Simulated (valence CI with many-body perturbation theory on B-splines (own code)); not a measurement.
Ti9+: electric-dipole lines

Method: relativistic CI+MBPT: three valence electrons over a frozen Dirac-Fock core [Ne], a basis of 11 s, 11 p, 9 d, 7 f, 5 g, 2 h, 1 i functions for each j, with the one-electron correlation potential Σ1 (screened to all orders), the two-electron term Σ2, the three-electron term Σ3, Breit, model QED; selected single and double excitations, second order for the rest, scaled by the run's own slope (own B-spline code, finite nucleus).

No measured spectrum was set against this ion. As an estimate, levels of excited configurations hold to 0.05 to 0.15 % of their energy, terms of the ground configuration to about 0.5 %.

Lines 201 to 250 of 263 in falling wavelength, among levels below 815520 cm⁻¹, chosen from the strongest by gf and those to the six lowest levels. Wavelengths and rates use the calculated energies, so an error of 200 cm⁻¹ moves a line at 281.0 Å by 0.056 % and its rate by three times that or more. Electric multipoles are in the length gauge, E1 and E2 with the static RPA response of the core. Weak lines are less certain than strong ones. Lines between different terms over intervals too small for the method are left out, as are lines whose strength nearly cancels. The highest levels of a list are the least certain.

Names give the largest LS component (configuration and term), which can be under half, so a name can repeat, a term be missing and a line seem to break the LS rules; names also repeat where a configuration has a term twice. Letters in brackets count levels of one name in rising energy.

| λ vac (Å) | Upper | Lower | A (s⁻¹) | S (a.u.) with core polarisation | S without |
| --- | --- | --- | --- | --- | --- |
| 281.0 | 3s3p3d ²D°_3/2 [a] | 3s3p² ⁴P_3/2 | 4.38e+07 | 1.92e-03 | 2.00e-03 |
| 281.0 | 3s3p3d ²D°_5/2 [a] | 3s3p² ⁴P_3/2 | 2.26e+08 | 1.49e-02 | 1.54e-02 |
| 278.8 | 3s3p3d ²D°_3/2 [a] | 3s3p² ⁴P_1/2 | 1.20e+08 | 5.15e-03 | 5.34e-03 |
| 266.0 | 3s3p3d ²F°_5/2 [a] | 3s3p² ⁴P_5/2 | 7.47e+06 | 4.17e-04 | 4.33e-04 |
| 264.1 | 3s3p3d ²P°_3/2 [a] | 3s3p² ²D_3/2 | 2.89e+06 | 1.05e-04 | 1.14e-04 |
| 263.2 | 3s3p3d ²F°_5/2 [a] | 3s3p² ⁴P_3/2 | 1.52e+07 | 8.19e-04 | 8.50e-04 |
| 262.3 | 3s3p3d ²P°_1/2 [a] | 3s3p² ²D_3/2 | 7.86e+07 | 1.40e-03 | 1.50e-03 |
| 261.8 | 3s3p3d ²F°_7/2 [a] | 3s3p² ⁴P_5/2 | 9.48e+07 | 6.72e-03 | 6.98e-03 |
| 261.4 | 3s3p3d ²F°_7/2 [b] | 3s3p² ²D_5/2 | 2.27e+10 | 1.60e+00 | 1.65e+00 |
| 260.1 | 3s3p3d ²F°_5/2 [b] | 3s3p² ²D_3/2 | 2.13e+10 | 1.11e+00 | 1.14e+00 |
| 258.8 | 3p²3d ²F_5/2 [b] | 3p³ ²D°_5/2 | 1.76e+09 | 9.05e-02 | 9.35e-02 |
| 258.2 | 3p²3d ²F_5/2 [b] | 3p³ ²D°_3/2 | 2.73e+10 | 1.39e+00 | 1.44e+00 |
| 257.7 | 3p²3d ²F_7/2 [b] | 3p³ ²D°_5/2 | 2.88e+10 | 1.95e+00 | 2.01e+00 |
| 249.6 | 3s3p3d ²P°_1/2 [b] | 3s3p² ²D_3/2 | 1.00e+08 | 1.54e-03 | 1.61e-03 |
| 249.2 | 3s3p3d ²P°_3/2 [b] | 3s3p² ²D_3/2 | 1.86e+07 | 5.69e-04 | 5.95e-04 |
| 247.3 | 3s3p3d ²D°_3/2 [b] | 3s3p² ²D_3/2 | 9.39e+07 | 2.80e-03 | 2.90e-03 |
| 246.8 | 3s3p3d ²D°_5/2 [b] | 3s3p² ²D_3/2 | 2.52e+05 | 1.12e-05 | 1.25e-05 |
| 236.2 | 3s3p3d ²P°_3/2 [a] | 3s3p² ⁴P_5/2 | 1.55e+06 | 4.02e-05 | 4.13e-05 |
| 234.0 | 3s3p3d ²P°_3/2 [a] | 3s3p² ⁴P_3/2 | 3.14e+06 | 7.95e-05 | 8.26e-05 |
| 233.7 | 3s3p3d ²F°_7/2 [b] | 3s3p² ⁴P_5/2 | 7.60e+07 | 3.83e-03 | 3.96e-03 |
| 233.0 | 3s3p3d ²F°_5/2 [b] | 3s3p² ⁴P_5/2 | 3.97e+06 | 1.49e-04 | 1.54e-04 |
| 232.5 | 3s3p3d ²P°_1/2 [a] | 3s3p² ⁴P_3/2 | 3.72e+06 | 4.61e-05 | 4.78e-05 |
| 232.4 | 3s3p3d ²P°_3/2 [a] | 3s3p² ⁴P_1/2 | 7.16e+07 | 1.77e-03 | 1.84e-03 |
| 230.9 | 3s3p3d ²P°_1/2 [a] | 3s3p² ⁴P_1/2 | 3.69e+07 | 4.49e-04 | 4.66e-04 |
| 230.8 | 3s3p3d ²F°_5/2 [b] | 3s3p² ⁴P_3/2 | 8.10e+06 | 2.95e-04 | 3.05e-04 |
| 224.2 | 3s3p3d ²P°_3/2 [b] | 3s3p² ⁴P_5/2 | 1.27e+06 | 2.81e-05 | 2.93e-05 |
| 222.6 | 3s3p3d ²D°_3/2 [b] | 3s3p² ⁴P_5/2 | 1.67e+06 | 3.64e-05 | 3.78e-05 |
| 222.5 | 3s3p3d ²P°_1/2 [b] | 3s3p² ⁴P_3/2 | 9.32e+04 | 1.01e-06 | 1.06e-06 |
| 222.2 | 3s3p3d ²D°_5/2 [b] | 3s3p² ⁴P_5/2 | 7.68e+06 | 2.50e-04 | 2.60e-04 |
| 222.2 | 3s3p3d ²P°_3/2 [b] | 3s3p² ⁴P_3/2 | 1.66e+06 | 3.60e-05 | 3.74e-05 |
| 220.7 | 3s3p3d ²P°_3/2 [b] | 3s3p² ⁴P_1/2 | 9.47e+04 | 2.01e-06 | 2.05e-06 |
| 220.7 | 3s3p3d ²D°_3/2 [b] | 3s3p² ⁴P_3/2 | 3.95e+06 | 8.38e-05 | 8.71e-05 |
| 220.2 | 3s3p3d ²D°_5/2 [b] | 3s3p² ⁴P_3/2 | 6.36e+06 | 2.01e-04 | 2.09e-04 |
| 219.3 | 3s3p3d ²D°_3/2 [b] | 3s3p² ⁴P_1/2 | 8.54e+05 | 1.78e-05 | 1.84e-05 |
| 143.7 | 3p²3d ⁴F_5/2 | 3s²3p ²P°_3/2 | 1.22e+05 | 1.07e-06 | 1.13e-06 |
| 142.5 | 3p²3d ⁴F_3/2 | 3s²3p ²P°_1/2 | 1.70e+05 | 9.72e-07 | 1.03e-06 |
| 141.7 | 3p²3d ²P_3/2 [a] | 3s²3p ²P°_3/2 | 8.15e+06 | 4.57e-05 | 4.63e-05 |
| 141.1 | 3p²3d ⁴D_1/2 | 3s²3p ²P°_3/2 | 1.34e+06 | 3.73e-06 | 3.80e-06 |
| 140.5 | 3p²3d ⁴D_3/2 | 3s²3p ²P°_3/2 | 1.20e+06 | 6.56e-06 | 6.61e-06 |
| 140.2 | 3p²3d ²P_3/2 [a] | 3s²3p ²P°_1/2 | 1.11e+06 | 6.04e-06 | 6.03e-06 |
| 140.1 | 3p²3d ²P_1/2 [a] | 3s²3p ²P°_3/2 | 2.08e+06 | 5.65e-06 | 5.77e-06 |
| 139.6 | 3p²3d ⁴D_1/2 | 3s²3p ²P°_1/2 | 3.44e+06 | 9.23e-06 | 9.31e-06 |
| 138.6 | 3p²3d ²P_1/2 [a] | 3s²3p ²P°_1/2 | 5.78e+06 | 1.52e-05 | 1.53e-05 |
| 134.4 | 3p²3d ²D_5/2 [a] | 3s²3p ²P°_3/2 | 3.49e+07 | 2.51e-04 | 2.54e-04 |
| 134.1 | 3p²3d ²D_3/2 [a] | 3s²3p ²P°_3/2 | 7.73e+06 | 3.68e-05 | 3.71e-05 |
| 133.4 | 3p²3d ⁴P_5/2 | 3s²3p ²P°_3/2 | 1.13e+07 | 7.91e-05 | 8.01e-05 |
| 133.3 | 3p²3d ⁴P_3/2 | 3s²3p ²P°_3/2 | 2.24e+05 | 1.05e-06 | 1.06e-06 |
| 133.2 | 3p²3d ⁴P_1/2 | 3s²3p ²P°_3/2 | 3.30e+06 | 7.68e-06 | 7.49e-06 |
| 132.8 | 3p²3d ²D_3/2 [a] | 3s²3p ²P°_1/2 | 3.71e+07 | 1.72e-04 | 1.73e-04 |
| 131.9 | 3p²3d ⁴P_3/2 | 3s²3p ²P°_1/2 | 3.93e+06 | 1.78e-05 | 1.80e-05 |
